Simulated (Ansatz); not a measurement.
Input file for Ansatz (a quantum-chemistry and plane-wave program): R-wB97M-V/def2-TZVPP on CH4BBr (SMILES CBBr), a point of a torsion scan.

Ansatz 0.2 input:
```yaml
crystal:
  periodic: [false, false, false]
  atoms:
    - {symbol: C, position_ang: [-0.72958033, -0.15373566, 0.01817008]}
    - {symbol: B, position_ang: [0.72589748, 0.23125134, 0.45675197]}
    - {symbol: Br, position_ang: [1.01334260, 1.40969625, 1.87215882]}
    - {symbol: H, position_ang: [-1.00376379, 0.43671449, -0.86010885]}
    - {symbol: H, position_ang: [-1.48946030, 0.04025686, 0.77376693]}
    - {symbol: H, position_ang: [-0.81131690, -1.19442947, -0.29248464]}
    - {symbol: H, position_ang: [1.66964285, -0.18093306, -0.10500756]}
basis:
  gaussian:
    orbitals: def2-TZVPP
hamiltonian:
  xc: {name: wB97M-V}
scf: {lower_state_search: off}
```

It printed:

```
WARN ansatz: RAYON_NUM_THREADS=1 ignored (pool sized by the plan → 1); use --threads N
Functional definition: wB97M-V
these checks for a lower state are left out or cut short: stability, starts, cluster_reference, orbital_swaps, neighbouring_geometries, increment
integrals: 0.10 GiB planned
993 factors; their error is unknown
integrals: 0.13 GiB planned
221 factors; integrals over basis functions are off by at most 2.8e-5 eV
mean field: 0.89 GiB planned
mean field evaluation 1: about -71818.1663 eV, gradient 3.7e1 eV
mean field evaluation 2: about -71819.5384 eV, gradient 2.6e1 eV
mean field evaluation 4: about -71821.0764 eV, gradient 9.9e-1 eV
mean field evaluation 8: about -71821.3246 eV, gradient 4.5e-1 eV
mean field evaluation 16: about -71821.3248 eV, gradient 2.0e-5 eV
mean field -71821.32479774 eV, -2639.3850040744 hartree, gradient 6.3e-6 eV, S^2 0.000000; 0 other end points of the search recorded, 0 dependent functions left out
reference -71821.32484002 eV, -2639.3850056281 hartree; 25, 25 occupied and 141, 141 virtual orbitals, 993 factors
Total energy: -71821.32484002 eV, -2639.3850056281 hartree
Checks for a lower state left out: stability, starts, cluster_reference, orbital_swaps, neighbouring_geometries, increment
```

The calculation finished and met its thresholds.

Cost: about 5 core-seconds (a rough figure).
